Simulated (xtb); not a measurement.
xtb input (GFN2-xTB):

```bash
xtb mol.xyz --gfn 2 --sp --chrg 1 --uhf 0
```
mol.xyz:
```
4

Se     0.18675409    -0.10892670     0.29877259
F      0.34359092     1.28005317    -0.63785983
F     -0.95744674    -0.92329429    -0.62791672
H     -0.82493681     0.49267803     1.23372097
```

Output:

```
           -------------------------------------------------
          |                Calculation Setup                |
           -------------------------------------------------

           -------------------------------------------------
          |                 G F N 2 - x T B                 |
           -------------------------------------------------

        Reference                      10.1021/acs.jctc.8b01176
      * Hamiltonian:
        H0-scaling (s, p, d)           1.850000    2.230000    2.230000
        zeta-weighting                 0.500000
      * Dispersion:
        s8                             2.700000
        a1                             0.520000
        a2                             5.000000
        s9                             5.000000
      * Repulsion:
        kExp                           1.500000    1.000000
        rExp                           1.000000
      * Coulomb:
        alpha                          2.000000
        third order                    shell-resolved
        anisotropic                    true
        a3                             3.000000
        a5                             4.000000
        cn-shift                       1.200000
        cn-exp                         4.000000
        max-rad                        5.000000

          ...................................................
          :                      SETUP                      :
          :.................................................:
          :  # basis functions                  19          :
          :  # atomic orbitals                  18          :
          :  # shells                            8          :
          :  # electrons                        20          :
          :  max. iterations                   250          :
          :  Hamiltonian                  GFN2-xTB          :
          :  restarted?                      false          :
          :  GBSA solvation                  false          :
          :  PC potential                    false          :
          :  electronic temp.          300.0000000     K    :
          :  accuracy                    1.0000000          :
          :  -> integral cutoff          0.2500000E+02      :
          :  -> integral neglect         0.1000000E-07      :
          :  -> SCF convergence          0.1000000E-05 Eh   :
          :  -> wf. convergence          0.1000000E-03 e    :
          :  Broyden damping             0.4000000          :
          :  net charge                          1          :
          :  unpaired electrons                  0          :
          ...................................................

 iter      E             dE          RMSdq      gap      omega  full diag
   1    -12.5515170 -0.125515E+02  0.107E+01    5.96       0.0  T
   2    -12.6249546 -0.734376E-01  0.291E+00    5.56       1.0  T
   3    -12.6267162 -0.176160E-02  0.121E+00    5.46       1.0  T
   4    -12.6267600 -0.438394E-04  0.410E-01    5.53       1.0  T
   5    -12.6268753 -0.115282E-03  0.150E-01    5.49       1.0  T
   6    -12.6268953 -0.199644E-04  0.206E-02    5.51       2.4  T
   7    -12.6268945  0.794067E-06  0.271E-02    5.51       1.8  T
   8    -12.6268953 -0.873349E-06  0.148E-03    5.51      33.8  T
   9    -12.6268953  0.408409E-09  0.934E-04    5.51      53.5  T
  10    -12.6268953 -0.959860E-09  0.151E-04    5.51     330.7  T

   *** convergence criteria satisfied after 10 iterations ***

         #    Occupation            Energy/Eh            Energy/eV
      -------------------------------------------------------------
         1        2.0000           -1.1094985             -30.1910
       ...           ...                  ...                  ...
         4        2.0000           -0.8407248             -22.8773
         5        2.0000           -0.8372902             -22.7838
         6        2.0000           -0.8264353             -22.4884
         7        2.0000           -0.7945318             -21.6203
         8        2.0000           -0.7881403             -21.4464
         9        2.0000           -0.7874809             -21.4284
        10        2.0000           -0.7448451             -20.2683 (HOMO)
        11                         -0.5424792             -14.7616 (LUMO)
        12                         -0.5349537             -14.5568
        13                         -0.3192625              -8.6876
        14                         -0.1997931              -5.4366
        15                         -0.1893763              -5.1532
       ...                                ...                  ...
        18                          0.6379580              17.3597
      -------------------------------------------------------------
                  HL-Gap            0.2023659 Eh            5.5067 eV
             Fermi-level           -0.6436622 Eh          -17.5149 eV

 SCC (total)                   0 d,  0 h,  0 min,  0.004 sec
 SCC setup                      ...        0 min,  0.000 sec (  3.457%)
 Dispersion                     ...        0 min,  0.000 sec (  0.942%)
 classical contributions        ...        0 min,  0.000 sec (  0.702%)
 integral evaluation            ...        0 min,  0.001 sec ( 17.193%)
 iterations                     ...        0 min,  0.002 sec ( 53.414%)
 molecular gradient             ...        0 min,  0.001 sec ( 19.586%)
 printout                       ...        0 min,  0.000 sec (  4.419%)

         :::::::::::::::::::::::::::::::::::::::::::::::::::::
         ::                     SUMMARY                     ::
         :::::::::::::::::::::::::::::::::::::::::::::::::::::
         :: total energy             -12.616130800092 Eh    ::
         :: gradient norm              0.020279876468 Eh/a0 ::
         :: HOMO-LUMO gap              5.506655811687 eV    ::
         ::.................................................::
         :: SCC energy               -12.626895307199 Eh    ::
         :: -> isotropic ES            0.176361253121 Eh    ::
         :: -> anisotropic ES          0.004874801209 Eh    ::
         :: -> anisotropic XC         -0.003582501967 Eh    ::
         :: -> dispersion             -0.001130165732 Eh    ::
         :: repulsion energy           0.010764507107 Eh    ::
         :: add. restraining           0.000000000000 Eh    ::
         :: total charge               1.000000000000 e     ::
         :::::::::::::::::::::::::::::::::::::::::::::::::::::

           -------------------------------------------------
          |                Property Printout                |
           -------------------------------------------------

    * Orbital Energies and Occupations

         #    Occupation            Energy/Eh            Energy/eV
      -------------------------------------------------------------
         1        2.0000           -1.1094985             -30.1910
         2        2.0000           -1.0942475             -29.7760
         3        2.0000           -0.9809575             -26.6932
         4        2.0000           -0.8407248             -22.8773
         5        2.0000           -0.8372902             -22.7838
         6        2.0000           -0.8264353             -22.4884
         7        2.0000           -0.7945318             -21.6203
         8        2.0000           -0.7881403             -21.4464
         9        2.0000           -0.7874809             -21.4284
        10        2.0000           -0.7448451             -20.2683 (HOMO)
        11                         -0.5424792             -14.7616 (LUMO)
        12                         -0.5349537             -14.5568
        13                         -0.3192625              -8.6876
        14                         -0.1997931              -5.4366
Note: The following floating-point exceptions are signalling: IEEE_DENORMAL
normal termination of xtb
        15                         -0.1893763              -5.1532
        16                         -0.1090201              -2.9666
        17                          0.6182584              16.8237
        18                          0.6379580              17.3597
      -------------------------------------------------------------
                  HL-Gap            0.2023659 Eh            5.5067 eV
             Fermi-level           -0.6436622 Eh          -17.5149 eV

     #   Z          covCN         q      C6AA      α(0)
     1  34 Se       2.484     1.000   205.056    24.952
     2   9 F        0.784    -0.116    10.401     3.809
     3   9 F        0.784    -0.116    10.401     3.809
     4   1 H        0.917     0.231     0.953     1.527

 Mol. C6AA /au·bohr⁶  :        460.084171
 Mol. C8AA /au·bohr⁸  :      22325.235326
 Mol. α(0) /au        :         34.097835

Wiberg/Mayer (AO) data.
largest (>0.10) Wiberg bond orders for each atom

 ---------------------------------------------------------------------------
     #   Z sym  total        # sym  WBO       # sym  WBO       # sym  WBO
 ---------------------------------------------------------------------------
     1  34 Se   3.394 --     2 F    1.246     3 F    1.246     4 H    0.901
     2   9 F    1.332 --     1 Se   1.246
     3   9 F    1.332 --     1 Se   1.246
     4   1 H    0.946 --     1 Se   0.901
 ---------------------------------------------------------------------------

Topologies differ in total number of bonds
Writing topology from bond orders to xtbtopo.mol

molecular dipole:
                 x           y           z       tot (Debye)
 q only:        0.126      -0.068       1.381
   full:       -0.044       0.032       1.372       3.489
molecular quadrupole (traceless):
                xx          xy          yy          xz          yz          zz
 q only:        0.030      -1.433      -1.539      -1.199       0.726       1.509
  q+dip:        0.421      -2.280      -2.071      -2.215       1.331       1.650
   full:        0.023      -1.750      -1.886      -2.037       1.224       1.863

           -------------------------------------------------
          | TOTAL ENERGY              -12.616130800092 Eh   |
          | GRADIENT NORM               0.020279876468 Eh/α |
          | HOMO-LUMO GAP               5.506655811687 eV   |
           -------------------------------------------------

------------------------------------------------------------------------
------------------------------------------------------------------------
 total:
 SCF:
```

It need not be the lowest isomer of its formula.
